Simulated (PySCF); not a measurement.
# How methods differ on the ionisation energy of Cd+

Cd+ [Kr] 4d10 5s1 (2S) → Cd(2+) [Kr] 4d10 (1S), as a difference of total energies. Calculation: PySCF 2.14, in ANO-RCC-VTZP; the spin-free X2C one-electron Hamiltonian (Gaussian nucleus). Correlated levels: valence: [Kr] frozen. The calculations carry no spin-orbit coupling.

```csv
method,ionisation energy (eV)
UHF,15.589
MP2 (valence),16.810
SCS-MP2 (valence),16.631
CCSD (valence),16.686
CCSD(T) (valence),16.760
```

Errors of the correlated levels include the incompleteness of this basis and the frozen core.

Problem. Which method comes closest to the reference value, and which is furthest?

Solution. The reference is 16.908 eV (measured; NIST Atomic Spectra Database, ionization energies). Closest: MP2 (valence) (error -0.098 eV); furthest: UHF (error -1.319 eV).
